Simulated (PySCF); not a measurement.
Species: 4-methylspiro(2.4)hepta-4,6-diene, C₈H₁₀.
Geometry (GFN2-xTB, Å), atoms numbered from 1 in this order:
```
atom  x, y, z in Å
C1    -1.7834    1.0394   -0.3154
C2    -0.3149    0.8266   -0.2117
C3     0.6701    1.7285   -0.3944
C4     1.9532    1.0960   -0.1971
C5     1.7631   -0.1981    0.1087
C6     0.3167   -0.4691    0.1235
C7    -0.2422   -1.8031   -0.3345
C8    -0.2911   -1.4546    1.1037
H9    -1.9950    2.0742   -0.5734
H10   -2.2773    0.8095    0.6296
H11   -2.2164    0.3959   -1.0823
H12    0.5421    2.7655   -0.6493
H13    2.8961    1.6050   -0.2870
H14    2.5064   -0.9453    0.3156
H15    0.4715   -2.5416   -0.6661
H16   -1.1561   -1.7839   -0.9077
H17    0.3880   -1.9486    1.7815
H18   -1.2396   -1.1900    1.5446
```

Closed-shell single points with PySCF (density fitting; grid level 2 and gas phase unless stated) on one GFN2-xTB geometry.

Task: Rank these settings by the LUMO energy, lowest first.
A. PBE0/pcSseg-1
B. WP04/pcSseg-1, grid level 4
C. PBE0/6-31G-J, IEF-PCM chloroform, start guess sap
D. HCTH407/def2-SVP, level shift 0.3 Eh

Result: B (-2.46 eV), D (-1.32 eV), A (-0.41 eV), C (-0.13 eV).

Task: Rank these settings by the HOMO–LUMO gap, lowest first.
A. PBE0/6-31G-J, IEF-PCM chloroform, start guess sap
B. wB97X/MINI, IEF-PCM benzene, fitting basis def2-universal-jkfit, damping 0.1 at the start, DIIS from the seventh cycle
C. WP04/pcSseg-1, grid level 4
D. HCTH407/def2-SVP, level shift 0.3 Eh
E. PBE0/pcSseg-1

Result: D (3.62 eV), C (4.51 eV), E (5.49 eV), A (5.65 eV), B (10.21 eV).

All figures of these runs:

```
                                                                                                              settings  basis functions  SCF cycles     E (Eh)  HOMO (eV)  LUMO (eV)  dipole (D)
                                                                                           WP04/pcSseg-1, grid level 4              186          14  -318.6991      -6.97      -2.46        1.13
                                                                                                         PBE0/pcSseg-1              186          14  -310.3960      -5.90      -0.41        1.18
                                                                     PBE0/6-31G-J, IEF-PCM chloroform, start guess sap              136          13  -310.4133      -5.78      -0.13        1.57
                                                                                  HCTH407/def2-SVP, level shift 0.3 Eh              162          12  -310.5849      -4.94      -1.32        1.19
wB97X/MINI, IEF-PCM benzene, fitting basis def2-universal-jkfit, damping 0.1 at the start, DIIS from the seventh cycle               50          11  -308.1883     -10.55      -0.34        1.18
```

Cycle counts include a coarse-grid stage where the run had one. WP04 was designed for NMR shieldings or shifts; total energies of different functionals aren't comparable. The species at its GFN2-xTB geometry.
